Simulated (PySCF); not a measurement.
Molecule: `N#Cc1ccoc1`, C$_{5}$H$_{3}$NO.

Atom-mapped SMILES (the numbers label the heavy atoms): `[N:1]#[C:2][c:3]1[cH:4][cH:5][o:6][cH:7]1` (H(Xn): hydrogen on atom n).

Geometry PBE0-D3(BJ)/def2-SVP throughout; GIAO in PySCF 2.14.0 with density-fitted response routines, gas phase, one conformer, non-relativistic; equivalent atoms averaged; basis pcSseg-2.

**Question.** How do the absolute shieldings σ depend on the functional? (a selection of nuclei; ppm; last column core-seconds on 1 thread of an Arm Neoverse V2, shared host; the GGAs took longer than the global hybrids here, which isn't the general rule, and the cause wasn't traced)

**Answer.** 
```tsv
functional	kind	N1	C7	C5	C4	C2	C3	O6	H(C5)	H(C4)	core-s
HF	Hartree–Fock	-65.2	28.2	40.1	71.1	72.5	84.9	53.6	24.12	24.80	21
PBE	GGA	-60.1	24.1	30.7	58.7	60.4	72.6	10.3	23.76	24.43	47
BLYP	GGA	-61.8	19.2	25.8	54.1	57.6	67.9	7.7	23.98	24.67	46
OPBE	GGA	-47.3	34.5	41.1	67.8	67.8	81.4	23.2	23.75	24.43	42
KT3	GGA	-38.0	35.0	41.5	69.7	71.7	82.6	27.0	23.91	24.70	45
BHandHLYP	global hybrid	-65.0	22.1	31.1	61.1	64.2	74.6	26.5	23.93	24.59	35
wB97X-D	range-separated hybrid	-60.6	23.7	31.7	60.6	63.4	73.7	21.8	23.86	24.50	56
LC-wPBE	range-separated hybrid	-57.8	22.2	30.9	60.6	63.0	74.0	29.7	23.79	24.39	56
```

**Question.** Which nucleus among those listed moves most, in ppm?

**Answer.** O6 (aromatic ring oxygen): from 7.7 ppm with BLYP to 53.6 ppm with HF. The smallest spread is 0.37 ppm, at H(C5). Proton shifts span only some 12 ppm, so a few tenths of a ppm matter as much there as several ppm in carbon.
